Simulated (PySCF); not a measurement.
From one molecule to another.

First species: C7H9NSSi.
InChI=1S/C7H9NSSi/c1-2-3-10-6-7(4-8)5-9-10/h1,7,10H,3,5-6H2/t7-,10+/m0/s1

Second species: C5H9N3OSi.
Z-matrix (Å and degrees, GFN2-xTB geometry), rows numbered from 1:
```
C 
C   1  1.5009
O   2  1.2167  1  123.95
C   2  1.4514  1  116.74  3   179.96
N   4  1.3350  2  128.12  1    -0.36
N   5  1.3048  4  104.11  2  -179.58
C   6  1.4310  5  122.32  4  -179.14
N   6  1.3181  5  115.30  4    -0.04
C   8  1.3247  6  105.46  5     0.05
Si  9  1.8757  4  124.19  2    -0.22
H   1  1.0879  2  109.13  3  -121.15
H   1  1.0878  2  109.12  3   121.61
H   1  1.0863  2  110.47  3     0.20
H   7  1.0881  6  108.55  5   -26.58
H   7  1.0922  6  110.37  5    93.24
H   7  1.0883  6  108.85  5  -147.17
H  10  1.4681  9  105.68  4  -179.95
H  10  1.4593  9  108.09  4   -62.46
H  10  1.4593  9  108.24  4    62.44
```

Levels: PBE0/pcSseg-1 for HOMO energy, LUMO energy and HOMO–LUMO gap. Geometries: GFN2-xTB. All species are isolated and taken at one optimised geometry, non-relativistic unless stated. Electronic properties by PySCF.

The conformers computed, where there is a choice (atom-mapped SMILES and torsion angles):
- `[CH3:1][C:2](=[O:3])[c:4]1[n:5][n:6]([CH3:7])[n:8][c:9]1[SiH3:10]`: C1–C2–C4–N5 0°

The conformers of `C#CC[Si@@H]1C[C@@H](C#N)CS1` aren't listed.

Values for the first species:

| Item | Value |
| --- | --- |
| HOMO energy | -7.24 eV |
| LUMO energy | -0.16 eV |
| HOMO–LUMO gap | 7.08 eV |

Q: Estimate the same properties for the second species, and the change in each.

A: 
| property | first | second | second less first |
| --- | --- | --- | --- |
| HOMO energy | -7.24 eV | -7.68 eV | -0.44 eV |
| LUMO energy | -0.16 eV | -1.61 eV | -1.45 eV |
| HOMO–LUMO gap | 7.08 eV | 6.07 eV | -1.01 eV |

